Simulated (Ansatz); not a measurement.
Isolated molecules relaxed with PBE0-D4/def2-TZVP in Ansatz; ΔE leaves out vibrations. CCSD(T)/CBS adds triple-zeta CCSD(T) − MP2 to the extrapolated MP2 energy (def2 sets, frozen cores). Functionals use def2-TZVPP. B3LYP here is the variant with VWN-RPA as its local correlation; programs differ in this. HSE06 is defined as in plane-wave codes. Elements past krypton have def2 core potentials. For Sn outer-core shells are correlated without core-valence functions, which leaves a few kJ/mol of doubt a bond. One conformer a species, not always the lowest.

Reaction (formal exchange of groups at a B–C bond): `BCOC` + `[NH2][SnH3]` → `[BH2][SnH2][NH2]` + `COC`

```json
{"level": "LDA (SPW92)", "ΔE (kcal/mol)": "6.7", "difference from CCSD(T)/CBS": "4.3"}
{"level": "PBE-D4", "ΔE (kcal/mol)": "4.1", "difference from CCSD(T)/CBS": "1.7"}
{"level": "revPBE-D4", "ΔE (kcal/mol)": "4.0", "difference from CCSD(T)/CBS": "1.6"}
{"level": "BLYP-D4", "ΔE (kcal/mol)": "4.2", "difference from CCSD(T)/CBS": "1.8"}
{"level": "r2SCAN-D4", "ΔE (kcal/mol)": "4.6", "difference from CCSD(T)/CBS": "2.2"}
{"level": "B97M-V", "ΔE (kcal/mol)": "6.6", "difference from CCSD(T)/CBS": "4.2"}
{"level": "PBE0-D4", "ΔE (kcal/mol)": "4.0", "difference from CCSD(T)/CBS": "1.6"}
{"level": "B3LYP-D4", "ΔE (kcal/mol)": "4.2", "difference from CCSD(T)/CBS": "1.8"}
{"level": "r2SCANh-D4", "ΔE (kcal/mol)": "4.5", "difference from CCSD(T)/CBS": "2.1"}
{"level": "r2SCAN0-D4", "ΔE (kcal/mol)": "4.4", "difference from CCSD(T)/CBS": "2.0"}
{"level": "HSE06-D4", "ΔE (kcal/mol)": "4.0", "difference from CCSD(T)/CBS": "1.6"}
{"level": "BHLYP-D4", "ΔE (kcal/mol)": "4.1", "difference from CCSD(T)/CBS": "1.7"}
{"level": "CAM-B3LYP-D4", "ΔE (kcal/mol)": "5.2", "difference from CCSD(T)/CBS": "2.8"}
{"level": "ωB97X-V", "ΔE (kcal/mol)": "4.3", "difference from CCSD(T)/CBS": "1.9"}
{"level": "ωB97M-V", "ΔE (kcal/mol)": "4.9", "difference from CCSD(T)/CBS": "2.5"}
{"level": "B2PLYP", "ΔE (kcal/mol)": "3.8", "difference from CCSD(T)/CBS": "1.4"}
{"level": "PBE-QIDH", "ΔE (kcal/mol)": "3.6", "difference from CCSD(T)/CBS": "1.2"}
{"level": "PBE", "ΔE (kcal/mol)": "4.1", "difference from CCSD(T)/CBS": "1.7"}
{"level": "revPBE", "ΔE (kcal/mol)": "3.3", "difference from CCSD(T)/CBS": "0.9"}
{"level": "BLYP", "ΔE (kcal/mol)": "4.1", "difference from CCSD(T)/CBS": "1.7"}
{"level": "r2SCAN", "ΔE (kcal/mol)": "4.6", "difference from CCSD(T)/CBS": "2.2"}
{"level": "PBE0", "ΔE (kcal/mol)": "4.0", "difference from CCSD(T)/CBS": "1.6"}
{"level": "B3LYP", "ΔE (kcal/mol)": "4.3", "difference from CCSD(T)/CBS": "1.9"}
{"level": "r2SCANh", "ΔE (kcal/mol)": "4.5", "difference from CCSD(T)/CBS": "2.1"}
{"level": "HSE06", "ΔE (kcal/mol)": "4.0", "difference from CCSD(T)/CBS": "1.6"}
{"level": "BHLYP", "ΔE (kcal/mol)": "4.4", "difference from CCSD(T)/CBS": "2.0"}
{"level": "CAM-B3LYP", "ΔE (kcal/mol)": "5.3", "difference from CCSD(T)/CBS": "2.9"}
{"level": "LC-ωPBE", "ΔE (kcal/mol)": "4.7", "difference from CCSD(T)/CBS": "2.3"}
{"level": "HF/def2-SVP", "ΔE (kcal/mol)": "4.1", "difference from CCSD(T)/CBS": "1.7"}
{"level": "CCSD/def2-SVP", "ΔE (kcal/mol)": "3.9", "difference from CCSD(T)/CBS": "1.5"}
{"level": "CCSD(T)/def2-SVP", "ΔE (kcal/mol)": "4.0", "difference from CCSD(T)/CBS": "1.6"}
{"level": "HF/def2-TZVPP", "ΔE (kcal/mol)": "3.9", "difference from CCSD(T)/CBS": "1.5"}
{"level": "MP2/def2-TZVPP", "ΔE (kcal/mol)": "2.9", "difference from CCSD(T)/CBS": "0.5"}
{"level": "CCSD/def2-TZVPP", "ΔE (kcal/mol)": "2.8", "difference from CCSD(T)/CBS": "0.4"}
{"level": "HF/def2-QZVPP", "ΔE (kcal/mol)": "3.9", "difference from CCSD(T)/CBS": "1.5"}
{"level": "MP2/def2-QZVPP", "ΔE (kcal/mol)": "2.6", "difference from CCSD(T)/CBS": "0.2"}
{"level": "SCS-MP2/def2-QZVPP", "ΔE (kcal/mol)": "2.6", "difference from CCSD(T)/CBS": "0.2"}
{"level": "HF/CBS(def2)", "ΔE (kcal/mol)": "3.9", "difference from CCSD(T)/CBS": "1.5"}
{"level": "MP2/CBS(def2)", "ΔE (kcal/mol)": "2.4", "difference from CCSD(T)/CBS": "0.0"}
{"level": "CCSD/CBS(def2)", "ΔE (kcal/mol)": "2.4", "difference from CCSD(T)/CBS": "0.0"}
{"level": "CCSD(T)/CBS", "ΔE (kcal/mol)": "2.4", "difference from CCSD(T)/CBS": "0"}
```

Largest T1 diagnostic among the species: 0.013.

In def2-TZVPP, CCSD(T) changes the Hartree–Fock value by −1.0 kcal/mol (the triples alone add +0.0 kcal/mol) and MP2 by −1.0 kcal/mol. Leaving LDA and LC-ωPBE aside and taking each functional with its dispersion term where it has one, the values spread over 2.9 kcal/mol, from PBE-QIDH to B97M-V. LDA lies +2.6 kcal/mol from PBE without D4. At CCSD(T), def2-SVP lies +1.6 kcal/mol from the extrapolated value and def2-TZVPP +0.5 kcal/mol.
